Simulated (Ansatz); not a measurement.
CH₉NO₂Si₂ (`CN([SiH2]O)[SiH2]O`) at its PBE0-D4/def2-TZVP geometry, where that method's forces vanish. The species carries charge 0 and has multiplicity 1.

```tsv
atom	x (Å)	y (Å)	z (Å)
C1	-0.453	1.043	-1.488
N2	-0.190	0.348	-0.233
Si3	-1.449	-0.653	0.411
O4	-0.859	-1.446	1.717
Si5	1.318	0.471	0.580
O6	1.957	-1.028	0.901
H7	0.475	1.418	-1.925
H8	-0.915	0.372	-2.221
H9	-1.123	1.900	-1.352
H10	-2.620	0.124	0.888
H11	-1.898	-1.562	-0.683
H12	0.036	-1.795	1.646
H13	2.210	1.256	-0.315
H14	1.223	1.074	1.927
H15	2.289	-1.521	0.148
```

Question: For each bond, give half the difference of the two atoms' forces along it (eV/Å; positive pushes the atoms apart) under PBE-D4, r2SCAN-D4, B3LYP-D4, ωB97M-V in def2-TZVPP. (Estimate.)

Answer: The calculation gave: 
| bond | length (Å) | PBE-D4 | r2SCAN-D4 | B3LYP-D4 | ωB97M-V |
| --- | --- | --- | --- | --- | --- |
| C1–N2 | 1.458 | 0.01 | 0.23 | 0.26 | 0.27 |
| C1–H7 | 1.093 | 0.10 | -0.06 | -0.10 | -0.10 |
| C1–H8 | 1.096 | 0.10 | -0.05 | -0.09 | -0.10 |
| C1–H9 | 1.095 | 0.09 | -0.05 | -0.08 | -0.11 |
| N2–Si3 | 1.732 | 0.07 | -0.02 | 0.04 | 0.01 |
| N2–Si5 | 1.717 | 0.05 | -0.03 | 0.02 | 0.00 |
| Si3–O4 | 1.638 | 0.29 | 0.04 | 0.15 | 0.17 |
| Si3–H10 | 1.484 | 0.02 | -0.02 | -0.14 | -0.17 |
| Si3–H11 | 1.492 | -0.01 | -0.03 | -0.13 | -0.16 |
| O4–H12 | 0.964 | 0.35 | 0.01 | -0.04 | -0.08 |
| Si5–O6 | 1.661 | 0.28 | 0.04 | 0.16 | 0.14 |
| Si5–H13 | 1.488 | 0.00 | -0.03 | -0.15 | -0.15 |
| Si5–H14 | 1.479 | 0.02 | -0.03 | -0.13 | -0.16 |
| O6–H15 | 0.959 | 0.35 | 0.03 | -0.02 | -0.06 |

B3LYP here is the variant with VWN-RPA as its local correlation; programs differ in this.

All numbers were calculated with Ansatz.
